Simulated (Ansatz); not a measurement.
Stepwise reaction of `F[Si@@H]1[Se][Si@@H]1F` with hydrogen, as a gas-phase model of exchange steps in deposition or etching. ΔE in kJ/mol; ΔG adds harmonic PBE0-D4 terms to CCSD(T)/CBS, at 1 bar.

Program: Ansatz. Geometries: PBE0-D4/def2-TZVP. ΔE: electronic, gas phase. CBS: MP2 limit from def2 TZ/QZ plus the TZ coupled-cluster correction, frozen cores. This one scheme is used for every species. DFT in def2-TZVPP. B3LYP here is the variant with VWN-RPA as its local correlation; programs differ in this. For Se outer-core shells are correlated without core-valence functions, which leaves a few kJ/mol of doubt a bond. Scalar relativity is left out up to krypton.

| step | reaction | PBE-D4 | B3LYP-D4 | ωB97M-V | CCSD(T)/CBS | ΔG(600 K) |
| --- | --- | --- | --- | --- | --- | --- |
| 1 | `F[Si@@H]1[Se][Si@@H]1F` + H₂ → `F[SiH]1[SiH2][Se]1` + H–F | 99.5 | 106.6 | 105.2 | 100.5 | 97.3 |
| 2 | `F[SiH]1[SiH2][Se]1` + H₂ → `[SiH2]1[SiH2][Se]1` + H–F | 100.6 | 107.7 | 106.4 | 101.7 | 101.9 |

**Question.** By hand: ΔE of the 2 steps together at CCSD(T)/CBS.

**Answer.** (100.5) + (101.7) = 202.2 kJ/mol, or 101.1 kJ/mol a step.

In ΔE the steps differ by no more than 1.2 kJ/mol. All are uphill at CCSD(T)/CBS. ΔG lies between 97.3 and 101.9 kJ/mol a step. PBE-D4 differs from CCSD(T)/CBS by -1.1 to -1.0 kJ/mol a step. Isolated molecules leave out the surface, adducts and barriers. Largest T1 diagnostic: 0.013.
